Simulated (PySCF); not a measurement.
# Spin-rotation constants: SMILES C=CP(N)C(F)(F)F, C3H5F3NP

Molfile (atoms numbered from 1):
```
C3H5F3NP
     RDKit          3D

 13 12  0  0  0  0  0  0  0  0999 V2000
    2.0864    0.1359    0.2651 C   0  0  0  0  0  0  0  0  0  0  0  0
    1.1131   -0.6548   -0.1544 C   0  0  0  0  0  0  0  0  0  0  0  0
   -0.3171   -0.0606   -1.1078 P   0  0  0  0  0  0  0  0  0  0  0  0
   -0.3686    1.5347   -0.6008 N   0  0  0  0  0  0  0  0  0  0  0  0
   -1.5595   -0.8622    0.1141 C   0  0  0  0  0  0  0  0  0  0  0  0
   -1.4160   -2.1831    0.2443 F   0  0  0  0  0  0  0  0  0  0  0  0
   -2.8248   -0.6330   -0.2745 F   0  0  0  0  0  0  0  0  0  0  0  0
   -1.4465   -0.3321    1.3505 F   0  0  0  0  0  0  0  0  0  0  0  0
    2.9437   -0.2460    0.7946 H   0  0  0  0  0  0  0  0  0  0  0  0
    2.0575    1.1988    0.0913 H   0  0  0  0  0  0  0  0  0  0  0  0
    1.1524   -1.7287   -0.0188 H   0  0  0  0  0  0  0  0  0  0  0  0
   -0.9983    2.1303   -1.1201 H   0  0  0  0  0  0  0  0  0  0  0  0
   -0.4268    1.7013    0.3988 H   0  0  0  0  0  0  0  0  0  0  0  0
  1  2  2  0
  2  3  1  0
  3  4  1  0
  3  5  1  0
  5  6  1  0
  5  7  1  0
  5  8  1  0
  1  9  1  0
  1 10  1  0
  2 11  1  0
  4 12  1  0
  4 13  1  0
M  END
```

The calculation used GIAO B97-2/pcSseg-1 magnetisability, rotational g tensor and spin-rotation constants, non-relativistic, gas phase in PySCF 2.14.0. Geometry: GFN2-xTB.

**Question.** Give the nuclear spin-rotation constants along the inertial axes (H = +C I·J) beside the isotropic shieldings.

**Answer.** Rotational constants 2.6354, 1.3490, 1.1660 GHz. A star marks the isotopologue with that one atom substituted, in its own axes.
```tsv
atom	isotope	Caa (kHz)	Cbb (kHz)	Ccc (kHz)	mean (kHz)	σ (ppm)
P3	31P	4.089	2.373	1.801	2.755	304.9
N4	14N	0.120	0.056	0.031	0.069	239.6
F6	19F	3.490	1.319	1.507	2.106	262.2
F7	19F	2.840	1.887	1.500	2.075	252.5
F8	19F	4.081	1.532	1.023	2.212	264.3
H9	1H	-0.135	0.053	-0.118	-0.066	25.5
H10	1H	-0.185	0.066	-0.105	-0.075	25.5
H11	1H	-0.211	0.092	-0.112	-0.077	25.1
H12	1H	-0.309	0.019	-0.138	-0.143	30.0
H13	1H	-0.321	-0.138	0.006	-0.151	29.9
C1	13C*	0.738	0.647	0.196	0.527	56.9
C2	13C*	0.787	0.670	0.226	0.561	45.2
C5	13C*	0.820	0.441	0.374	0.545	48.6
```
For the geometry as given, no vibrational averaging.

**Question.** How do the rotational constants and the g tensor change when H9, H10, H11, H12, H13 are replaced by deuterium?

**Answer.** Constants 2.4069, 1.2619, 1.0722 GHz; g -0.0226, -0.0174, -0.0082, against -0.0243, -0.0184, -0.0090 before.
